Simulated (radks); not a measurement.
Results of a calculation; reference values are marked as such.
Lu V, configuration [Xe] 4f13 (the NIST ground configuration).

Code: a radial shooting solver on a logarithmic mesh with Libxc functionals. Model: Dirac Kohn-Sham, PBEsol, spin-unpolarised, spherical densities, point nucleus; open shells fill j = l - 1/2 first.

Energy parts (Ry):
total: -29146.8722
kinetic: 32496.6754
electron-nucleus: -72264.0526
Hartree: 11212.6173
exchange-correlation: -592.1123

Orbitals (lengths in bohr, moments of r in powers of bohr; <r^-3> diverges for s and p1/2; r(max) is where P^2 peaks):
orbital  occ.  eigenvalue (Ry)   <1/r>      <r^2>   r(max)  <r^-3>
1s1/2       2        -4644.295   82.22  0.0005122  0.01213       -
2s1/2       2        -793.0916   19.89   0.007863  0.06951       -
2p1/2       2        -757.1337   19.85   0.005643  0.05193       -
2p3/2       4        -675.0437   16.96   0.006853  0.05846   14140
3s1/2       2        -182.5426   7.290    0.05162   0.1960       -
3p1/2       2        -166.6451   7.206    0.04756   0.1839       -
3p3/2       4        -149.1396   6.460    0.05427   0.1974    3141
3d3/2       4        -122.1592   6.351    0.04238   0.1552   539.4
3d5/2       6        -118.3370   6.172    0.04423   0.1589   465.2
4s1/2       2        -39.21357   3.058     0.2577   0.4464       -
4p1/2       2        -32.74193   2.948     0.2675   0.4473       -
4p3/2       4        -28.74043   2.688     0.3043   0.4760   718.1
4d3/2       4        -18.09863   2.469     0.3377   0.4754   106.8
4d5/2       6        -17.36579   2.406     0.3520   0.4846   90.28
4f5/2       6         -4.29157   1.899     0.5850   0.4625   15.05
4f7/2       7         -4.17312   1.872     0.6052   0.4677   14.37
5s1/2       2         -7.75893   1.173      1.467    1.032       -
5p1/2       2         -5.89422   1.051      1.788    1.113       -
5p3/2       4         -5.32495  0.9662      2.057    1.194   101.1

The highest occupied level is 4f7/2 at -56.778 eV. Summed over all electrons, <r^2> = 29.12 bohr^2, which gives a Langevin (diamagnetic) susceptibility term of -23.1 x 10^-6 cm^3/mol. The density falls to 0.001 e/bohr^3 at r = 2.90 bohr.
